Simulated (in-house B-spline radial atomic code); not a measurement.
**Tc3+: [Kr] 4d4**

All numbers are computed (Dirac-Kohn-Sham PBE0, spherical fractional occupations; Fermi nucleus of rms radius 4.41117 fm) with a radial B-spline atomic code at the basis-set limit, not measured.

Effective charges: Z_r = [3n² - l(l+1)]/(2<r>) from the radius, Z_e = n√(-2ε) from the energy, and Slater's rules. Values are occupation-weighted means over j. An effective charge above Z reflects the relativistic contraction of the inner shells.

```csv
shell,electrons,ε (eV),<r> (bohr),Z_r,Z_e,Slater
1s,2,-20968,0.03428,43.76,39.26,42.70
2s,2,-3037.8,0.1492,40.22,29.88,38.85
2p,6,-2722.3,0.1302,38.39,28.29,38.85
3s,2,-563.84,0.4144,32.58,19.31,31.75
3p,6,-459.24,0.4154,30.09,17.43,31.75
3d,10,-289.11,0.3986,26.34,13.83,21.85
4s,2,-108.48,1.053,22.80,11.29,15.25
4p,6,-78.801,1.157,19.88,9.63,15.25
4d,4,-34.908,1.529,13.74,6.41,5.95
```

The least bound orbital is 4d5/2 at -34.77 eV, and it is also the most diffuse (<r> = 1.534 bohr).

Spin-orbit splittings of the orbital energies (j = l + 1/2 above j = l - 1/2 when positive): 2p 118.4 eV, 3p 20 eV, 3d 3.832 eV, 4p 3.062 eV, 4d 0.3362 eV.

For the 1s electron the small component carries 2.46 % of the norm, the zero-frequency Breit interaction raises the level by 41.75 eV, self-energy by 22.93 eV, and vacuum polarisation lowers it by 2.694 eV.

Caution: exact exchange at fractional occupations of open shells leaves self-interaction of up to several eV.
